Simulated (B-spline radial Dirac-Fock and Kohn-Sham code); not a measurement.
# Dipole and non-dipole photoemission parameters of Zr⁴⁺ 2p3/2

System: Zr⁴⁺, configuration [Ar] 3d10 4s2 4p6; threshold 2270.8 eV (orbital energy of the model). Method: Dirac-Hartree-Slater photoionisation with a Latter tail; cross sections with all multipoles, angular parameters from the dipole term and its interference with E2. Computed with a radial atomic solver.

The run's input, task.json:

```json
{"items": [{
  "Z": 40,
  "q": 4,
  "cfg": [[1, 0, 2], [2, 0, 2], [2, 1, 6], [3, 0, 2], [3, 1, 6], [3, 2, 10], [4, 0, 2], [4, 1, 6]],
  "A": 90,
  "rrms": 4.2694,
  "do": "xps",
  "hv": [60, 76.3, 80, 83.6, 95.2, 95.6, 96.3, 100, 107.0, 136.0, 150, 200, 269.0, 493.0, 509.0, 561.0, 591.0, 600, 1540.0, 1810.0, 1910.0, 2380.0, 3110.0, 5414.7, 6000, 9400.0, 10000.0, 10600.0, 11600.0, 13400.0]
}]}
```

Run with: `python xray2_run.py task.json out`

For linearly polarised light dσ/dΩ = σ/(4π) [1 + β P₂(cos θ) + (δ + γ cos²θ) sin θ cos φ], with θ from the polarisation vector and φ the angle between the beam and the projection of the electron momentum on the plane normal to the polarisation.

```
hν (eV)  σ (kb)      β       γ       δ
   2380     221  1.060  -0.247  -0.001
   3110       ?      ?       ?       ?
 5414.7    22.4  1.430   0.834   0.056
   6000    16.5  1.402   0.963   0.063
   9400    4.13  1.233   1.468   0.110
  10000    3.39  1.205   1.531   0.119
  10600    2.82  1.178   1.590   0.127
  11600    2.11  1.135   1.676   0.142
  13400    1.32  1.063   1.804   0.169
```

Task: Give the values at 3110 eV.

Result: σ = 108 kb, β = 1.442, γ = 0.073, δ = 0.026.
